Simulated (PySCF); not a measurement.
**Dipole moment and polarisability of `[BH3-][P+](F)(F)F`**

Compound: BF3H3P.
Geometry (PBE0-D3(BJ)/def2-SVP, Å), atoms numbered from 1 in this order:
```xyz
8
BF3H3P angstrom
B      1.0973   -0.0331    0.0716
P     -0.7321    0.0151   -0.0602
F     -1.4198   -0.8672   -1.1628
F     -1.4070    1.3993   -0.3668
F     -1.5730   -0.4244    1.1909
H      1.3224   -1.2039    0.3116
H      1.3135    0.7374    0.9888
H      1.4524    0.3573   -1.0252
```

Level: PBE0/def2-SVPD (PySCF), static field, nuclei fixed, core orbitals frozen in the response. The polarisability tensor in these axes (au):

```
x   50.22 -0.21  0.74
y   -0.21 40.22 -0.02
z    0.74 -0.02 40.26
```

Problem. What are the eigenvalues, a third of the trace, and Δα (Δα² = ½Σ(αi − αj)² over the three pairs)?

Solution. Principal values 40.20, 40.22 and 50.27 au; mean 43.56 au = 6.46 Å³ = 7.18 × 10⁻⁴⁰ C²·m²/J; Δα = 10.06 au (23 % of the mean).

Problem. What is the dipole moment, and where does it point?

Solution. (-1.12, 0.03, -0.08) D, 1.13 D in size, pointing from the negative to the positive side. Measured along this direction, the outermost atoms are H6, H8 and H7 at the negative end and F3, F5 and F4 at the positive end.

Problem. What depolarisation ratio follows for Rayleigh scattering of linearly polarised light, taking the static tensor?

Solution. ρ = 3Δα²/(45ᾱ² + 4Δα²) = 303.9/(85403 + 405.2) = 0.00354.

Problem. What are the principal values of the traceless quadrupole moment, Θ = ½Σq(3rr − r²1), about the centre of nuclear charge?

Solution. -3.75, 1.87, 1.88 D·Å. The values depend on the origin, since the dipole doesn't vanish. The electronic extent ⟨r²⟩ about the same centre is 443 bohr², a root-mean-square distance of 1.58 Å for the 50 electrons.

Problem. How large is μ²/3kT at 400 K beside α?

Solution. In Gaussian units μ²/3kT = 7.64 Å³ against 6.46 Å³, a ratio of 1.18; the Debye molar polarisation (4π/3)N_A(α + μ²/3kT) is 35.6 cm³/mol, leaving out the vibrational part.

Problem. Find the Langevin capture rate constant for H3O+ (19.018 u) meeting this molecule (102.002 u), k = 2.342 × 10⁻⁹ cm³/s × √(α in Å³ / reduced mass in u).

Solution. The reduced mass is 16.03 u, so k = 1.49 × 10⁻⁹ cm³/s. The formula leaves out the permanent dipole, which adds to the capture rate.

Isolated species at its PBE0-D3(BJ)/def2-SVP geometry, gas phase.

These values come from a run that also computed excited states and ΔSCF ions. Time: 51 s of wall time; peak memory 0.63 GiB. Hardware: one thread, Arm Neoverse V1 (aarch64), shared host with 64 logical CPUs at a one-minute load of 21.
